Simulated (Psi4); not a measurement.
# SnH2F2 (SMILES [F][SnH2][F]): name the method

SnH2F2 has 5 atoms, charge 0, and is taken as a singlet. SMILES: `[F][SnH2][F]`. Geometry: relaxed at PBE0-D4/def2-TZVP.

| atom | x (Å) | y (Å) | z (Å) |
| --- | --- | --- | --- |
| F | -0.3435 | -0.3563 | 1.7414 |
| Sn | 0.1289 | -0.0732 | -0.0862 |
| F | -1.2312 | 1.1107 | -0.7124 |
| H | -0.0874 | -1.5471 | -0.8891 |
| H | 1.5832 | 0.7921 | -0.0950 |

A calculation with Psi4 1.11 gave:

```json
{
  "total energy": "-415.0271 Eh",
  "dipole moment": "3.06 D",
  "HOMO energy": "-7.95 eV",
  "LUMO energy": "-1.54 eV",
  "HOMO–LUMO gap": "6.41 eV"
}
```

Which of these levels gave the numbers?
A. BLYP/def2-SVP (core potential)
B. PBE0/def2-SVP (core potential)
C. revPBE/def2-SVP (core potential)
D. B3LYP/def2-SVP (core potential)

C. The others give -414.8645 Eh (PBE0/def2-SVP (core potential)), -415.1242 Eh (B3LYP/def2-SVP (core potential)), -414.9760 Eh (BLYP/def2-SVP (core potential)).
